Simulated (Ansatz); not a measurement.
Several settings on one geometry of B(SMe2)H3 (C2H9BS) (that of the charge 0 singlet, r2SCAN-D4/def2-SVP). Ansatz on 4 threads of Arm Neoverse V2 on a shared host; times are rough.

```xyz
13

B     0.4733    0.7283   -1.5137
S     0.3893    0.6129    0.4291
C     0.9564   -1.0685    0.7738
C    -1.3772    0.4226    0.7614
H     0.4157   -1.7752    0.1272
H     0.8128   -1.3062    1.8374
H     2.0263   -1.0942    0.5270
H    -1.7861   -0.3693    0.1167
H    -1.5408    0.1992    1.8253
H    -1.8485    1.3809    0.5048
H     1.6738    0.7062   -1.7316
H    -0.0471    1.8084   -1.7406
H    -0.1479   -0.2450   -1.9167
```

Totals from different functionals, basis sets or treatments of relativity can't be compared as stabilities.

HSE06 is defined as in plane-wave codes, on full-range PBE exchange. Correlated methods freeze 8 core orbitals.

Problem. Give the basis size and estimate the energy, ⟨S²⟩ and time of these runs.

```
run                  method  charge    state                                                                                             further keys
  1   RKS HSE06/aug-cc-pVDZ       0  singlet                                                                           scf: {lower_state_search: off}
  2  RKS r2SCAN-D4/def2-SVP       0  singlet  point_charges: [{charge: 1.00, position_ang: [6.848, -0.135, 0.525]}]; scf: {lower_state_search: light}
  3    RKS B2GP-PLYP/STO-3G       0  singlet                                                scf: {omitted_lower_state_checks: [starts]}; forces asked
```

Solution. 
```
run  functions  energy (Eh)  ⟨S²⟩  wall time
  1        177    -504.3694     –      1.6 s
  2        105    -504.3501     –      1.8 s
  3         33    -498.5378     –      1.1 s
```
